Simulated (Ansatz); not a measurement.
Gas-phase electronic energies from Ansatz, PBE0-D4/def2-TZVP geometries. CBS: MP2 limit from def2 TZ/QZ plus the TZ coupled-cluster correction, frozen cores. DFT in def2-TZVPP. Elements past krypton have def2 core potentials. For Ga, In outer-core shells are correlated without core-valence functions, which leaves a few kJ/mol of doubt a bond. Scalar relativity is left out up to krypton. Each species was taken in one conformer, which may not be the lowest.

Reaction (cleavage of the In–Ga bond): `C[NH][GaH][InH2]` + `N=C(O)O` → `N=C(O)[O][InH2]` + `C[NH][GaH2]`

CCSD(T)/CBS gives -2.7 kJ/mol.

Another level gave +11.4 kJ/mol. Which?
A. B97M-V/def2-TZVPP
B. B2PLYP/def2-TZVPP
C. revPBE-D4/def2-TZVPP
D. PBE0/def2-TZVPP

D. PBE0 11.4, B2PLYP -1.9, revPBE-D4 4.5, B97M-V -11.7 kJ/mol.

Largest T1 diagnostic among the species: 0.016.

In def2-TZVPP, CCSD(T) changes the Hartree–Fock value by +4.1 kJ/mol (the triples alone add −1.5 kJ/mol) and MP2 by +3.8 kJ/mol. From r2SCAN to r2SCAN0 (25 % exact exchange), in def2-TZVPP and without D4, ΔE moves by +5.1 kJ/mol. Leaving LDA and LC-ωPBE aside and taking each functional with its dispersion term where it has one, the values, not all of them listed here, spread over 23.1 kJ/mol, from B97M-V to HSE06-D4.

CCSD(T)/CBS has its own doubt, a few kJ/mol and more with outer-core shells, so smaller differences from it don't rank the levels.
